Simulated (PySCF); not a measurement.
$^{31}$P chemical shifts

PySCF 2.14 calculation with coordinates at the GFN2-xTB level and GIAO PBE0/pcSseg-1 shieldings; single conformer, relativity neglected, fast rotation and ring inversion assumed for equivalent nuclei, isolated molecule.

Shieldings were converted by a linear fit to measured shifts: $^{31}$P (scatter 18.1 ppm rms vs H3PO4, solution or neat liquid). Occasional misses reach two or three times the rms, and more in compound classes unlike the fitted ones.

Question: Give the $^{31}$P shifts of `CP(C)(=O)c1ccc(F)cc1`, `Cc1nn(C(C)(C)C)cp1`.

Answer: 
```csv
compound,environment,δ (ppm)
CP(C)(=O)c1ccc(F)cc1,"phosphorus bonded to 3 C, O",7.9
Cc1nn(C(C)(C)C)cp1,"phosphorus bonded to 2 C, in a 5-membered ring",104.2
```

Question: Order these by $^{31}$P shift, lowest first.
A. C=PCOC
B. CC#C[P@@](=N)(NC)C1CC1
C. [SiH3]c1cpccn1
D. Cc1n[nH]c(C(C)(C)C)p1
E. CPC(C)=O
F. CCCCn1cpc(C)n1

Answer: E (-43.5 ppm, phosphorus bonded to 2 C, H), B (6.2 ppm, phosphorus bonded to 2 C, 2 N), D (78.4 ppm, phosphorus bonded to 2 C, in a 5-membered ring), F (94.3 ppm, phosphorus bonded to 2 C, in a 5-membered ring), C (225.2 ppm, phosphorus bonded to 2 C, in a 6-membered ring), A (298.7 ppm, phosphorus bonded to 2 C).
